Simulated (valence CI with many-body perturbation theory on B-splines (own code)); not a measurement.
# I XXXII: one-electron terms

Method: valence CI with perturbative core correlation (CI+MBPT): four valence electrons over a frozen Dirac-Fock core [Ar], radial functions for each j: 7 s, 7 p, 8 d, 6 f, 4 g, 1 h, with the one-electron correlation potential Σ1 (screened to all orders), the two-electron term Σ2, the three-electron term Σ3, Breit, model QED; selected single and double excitations, second order for the rest, scaled by the run's own slope (own B-spline code, finite nucleus).

The last digits are not significant, and no measured levels were compared; by estimate large intervals hold to a few tenths of a per cent, small ones and those within an open d or f shell to about a per cent. Only levels of the ground parity were solved; by the run's estimate the other parity begins above the list, which can be wrong where configurations are misplaced.

These are the spectroscopic orbitals of the CI (the correlating ones are not listed), shaped by the core and the other valence electrons. h is the expectation value of the core's Dirac-Fock operator, without the valence repulsion; Σ1 is computed up to l = 3 at one energy for each symmetry, that of its lowest orbital but kept below the first core excitation, so for empty shells it is not the orbital's own correlation shift; Breit and QED include the response of the core.

| Orbital | h (hartree) | Σ1 (cm⁻¹) | Breit (cm⁻¹) | QED (cm⁻¹) | ⟨r⟩ (bohr) |
| --- | --- | --- | --- | --- | --- |
| 4s1/2 | -47.478 | -7485 | 3896 | 2849 | 0.5849 |
| 5s1/2 | -28.921 | -2817 | 1875 | 1392 | 0.9586 |
| 6s1/2 | -19.475 | -1401 | 1026 | 772 | 1.429 |
| 4p1/2 | -45.649 | -9651 | 6163 | -112 | 0.5827 |
| 5p1/2 | -28.023 | -3533 | 3043 | -52.4 | 0.9644 |
| 6p1/2 | -18.971 | -1740 | 1695 | -28.5 | 1.442 |
| 4p3/2 | -44.72 | -9252 | 3854 | 177 | 0.5960 |
| 5p3/2 | -27.578 | -3469 | 1906 | 90.3 | 0.9807 |
| 6p3/2 | -18.722 | -1724 | 1115 | 51.3 | 1.462 |
| 3d3/2 | -80.063 | -21718 | 7981 | -754 | 0.2573 |
| 4d3/2 | -42.053 | -9442 | 2832 | -205 | 0.5736 |
| 5d3/2 | -26.303 | -3670 | 1384 | -94.8 | 0.9754 |
| 3d5/2 | -79.48 | -20855 | 3825 | -412 | 0.2601 |
| 4d5/2 | -41.846 | -9218 | 1407 | -94.8 | 0.5770 |
| 5d5/2 | -26.202 | -3569 | 680 | -41.3 | 0.9797 |
| 4f5/2 | -39.413 | -20878 | 243 | -117 | 0.5249 |
| 5f5/2 | -25.093 | -8580 | 110 | -56.9 | 0.9402 |
| 4f7/2 | -39.348 | -18715 | -187 | -76.7 | 0.5263 |
| 5f7/2 | -25.056 | -7661 | -75.4 | -35.9 | 0.9420 |
| 5g7/2 | -24.438 |  | 15.8 | -12.6 | 0.8511 |
| 5g9/2 | -24.422 |  | -23.4 | -2.9 | 0.8519 |

Among the shells of the start configuration 3d4, Σ1 is largest in size for 3d3/2, where it is 0.12 % of h.

Lowest root of each symmetry, sizes in configuration state functions:

| J | Parity | Roots | Reference | Variational | Second order | Change by selected CI (cm⁻¹) | Change by second order (cm⁻¹) |
| --- | --- | --- | --- | --- | --- | --- | --- |
| 0 | even | 5 | 37 | 4376 | 12751 | -10305 | -1 |
| 1 | even | 4 | 93 | 11238 | 14265 | -8739 | -1 |
| 2 | even | 8 | 133 | 16558 | 20799 | -8564 | -1 |
| 3 | even | 6 | 136 | 17890 | 24450 | -9056 | -1 |
| 4 | even | 7 | 121 | 17434 | 39918 | -10111 | -2 |
| 5 | even | 2 | 88 | 13652 | 2187 | -9983 | -3 |
| 6 | even | 2 | 56 | 10762 | 1194 | -10174 | -2 |
